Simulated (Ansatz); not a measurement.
Reaction (substitution at a C–C bond): `C=CC(=C)F` + `[GeH3][SeH]` → `C=C[Se][GeH3]` + `C=CF`

Isolated molecules relaxed with PBE0-D4/def2-TZVP in Ansatz; ΔE leaves out vibrations. CCSD(T)/CBS is the MP2 limit (def2-TZVPP, def2-QZVPP) plus CCSD(T) − MP2 in def2-TZVPP, frozen cores. DFT in def2-TZVPP. For Ge, Se outer-core shells are correlated without core-valence functions, which leaves a few kJ/mol of doubt a bond. Scalar relativity is left out up to krypton. One conformer a species, not always the lowest.

```json
{"species": "`C=CC(=C)F`", "BHLYP-D4 energy (Eh)": "-255.20664"}
{"species": "`[GeH3][SeH]`", "BHLYP-D4 energy (Eh)": "-4480.94584"}
{"species": "`C=C[Se][GeH3]`", "BHLYP-D4 energy (Eh)": "-4558.31899"}
{"species": "`C=CF`", "BHLYP-D4 energy (Eh)": "-177.81639"}
```

Q: Work out ΔE.

A: ΔE = (-4558.31899) + (-177.81639) − (-255.20664) − (-4480.94584) = 0.01710 Eh = +10.7 kcal/mol. CCSD(T)/CBS gives +9.2 kcal/mol.

Q: What do rigid-rotor, harmonic-oscillator terms from PBE0-D4/def2-TZVP frequencies (298.15 K, 1 bar) make of the CCSD(T)/CBS value? (Estimate.)

A: Ansatz gave: ΔZPE = +0.9 kcal/mol, ΔH = +10.5 kcal/mol, ΔS = 14 J/(mol·K), ΔG = +9.5 kcal/mol.

Largest T1 diagnostic among the species: 0.012.

At CCSD(T), def2-SVP lies +4.0 kcal/mol from the extrapolated value and def2-TZVPP +0.1 kcal/mol. The D4 term adds −0.8 kcal/mol with B3LYP and −0.4 kcal/mol with PBE0; it sums over pairs of atoms, weighted by their polarisabilities, and B3LYP, whose exchange is more repulsive, gets the larger term.

B3LYP here is the variant with VWN-RPA as its local correlation; programs differ in this.
